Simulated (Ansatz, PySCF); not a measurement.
Process, species as SMILES: C[Si](F)(F)Cl [chloro-difluoro-methylsilane] → C[Si](F)Cl + F atom (the F-Si bond at the site shown breaks; other sites are not compared here)
Each molecule is optimised on its own at B3LYP-D3(BJ)/def2-TZVP (Ansatz, a first-principles code).

Wanted: bond dissociation energy (electronic energy difference), in kcal/mol. Valence correlation only, unless marked. UHF or UKS for open shells. No spin-orbit coupling. Non-relativistic. CBS(X,Y): correlation extrapolated as X^-3; Hartree-Fock from the larger set. The bracket is a focal-point correction in the basis named.

| level | program | bond dissociation energy (kcal/mol) | minus last row |
|---|---|---|---|
| HF/aug-cc-pV(T+d)Z | Ansatz | 124.8 | -40.6 |
| HF-D3(BJ)/def2-TZVPD | PySCF + dftd3 | 126.2 | -39.2 |
| PBE-D3(BJ)/def2-TZVPD | Ansatz + dftd3 | 158.3 | -7.1 |
| BLYP-D3(BJ)/def2-TZVPD | Ansatz + dftd3 | 156.1 | -9.3 |
| PBE0/6-31G* | Ansatz | 155.9 | -9.5 |
| PBE0-D3(BJ)/def2-TZVPD | Ansatz + dftd3 | 155.9 | -9.5 |
| HSE06-D4/def2-TZVPD | Ansatz + dftd4 | 156.2 | -9.2 |
| CAM-B3LYP-D4/def2-TZVPD | Ansatz + dftd4 | 161.2 | -4.2 |
| LC-wPBE-D3(BJ)/def2-TZVPD | Ansatz + dftd3 | 159.9 | -5.5 |
| MP2/STO-3G | Ansatz | 91.7 | -73.7 |
| MP2/6-31G* | Ansatz | 163.1 | -2.3 |
| RI-MP2/cc-pV(T+d)Z | Ansatz | 167.6 | 2.2 |
| SCS-MP2/aug-cc-pV(D+d)Z | Ansatz | 156.2 | -9.2 |
| SCS-MP2/cc-pV(T+d)Z | Ansatz | 164.1 | -1.3 |
| SCS-MP2/cc-pwCVTZ | Ansatz | 165.1 | -0.3 |
| CCSD/STO-3G | Ansatz | 92.6 | -72.8 |
| CCSD/6-31G* | Ansatz | 155.2 | -10.2 |
| CCSD/aug-cc-pV(D+d)Z | Ansatz | 151.0 | -14.4 |
| CCSD/cc-pV(D+d)Z | Ansatz | 145.9 | -19.5 |
| CCSD(T)/cc-pV(T+d)Z | Ansatz | 160.2 | -5.2 |
| RI-MP2/CBS(aug-cc-pV(T+d)Z,aug-cc-pV(Q+d)Z)+[CCSD(T)-MP2]/aug-cc-pV(T+d)Z | Ansatz | 165.4 | 0.0 |
